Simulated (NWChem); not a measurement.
# CH₄OSn, singlet; SMILES [Sn]([OH])[CH3]

```xyz
7

Sn     0.3240     0.0717    -0.1479
C     -0.9030    -1.7388    -0.0236
H     -0.8100    -2.3388    -0.9440
H     -1.9530    -1.4421     0.1178
H     -0.5819    -2.3726     0.8197
O     -1.2892     1.2484     0.0797
H     -1.0626     2.1859     0.0675
```
Atoms are numbered in this order, from 1.

Level: PBE0/def2-SVP with def2 effective core potentials on Sn (NWChem), optimised geometry, unscaled harmonic frequencies. Low-valent species are run as closed-shell singlets; no triplet was tried in these runs. def2 effective core potentials on Sn; no spin-orbit coupling.

| frequency (cm⁻¹) | IR intensity (km/mol) |
|---|---|
| 60 | 0.1 |
| 179 | 3.6 |
| 457 | 73.6 |
| 487 | 45.2 |
| 600 | 72.9 |
| 622 | 9.1 |
| 672 | 7.8 |
| 794 | 119.0 |
| 1170 | 6.9 |
| 1415 | 7.0 |
| 1420 | 14.5 |
| 3043 | 7.0 |
| 3148 | 7.6 |
| 3181 | 1.7 |
| 3886 | 66.5 |

```yaml
zero_point_energy: 30.2 kcal/mol
thermal correction to the enthalpy at 298.15 K (with zero-point energy): 34.1 kcal/mol
heat capacity Cv: 16.4 cal/(mol K)
entropy at 298.15 K and 1 atm (symmetry number 1): 75.5 cal/(mol K)
```

Rigid rotor and harmonic oscillator; modes under 100 cm⁻¹ make the entropy uncertain.
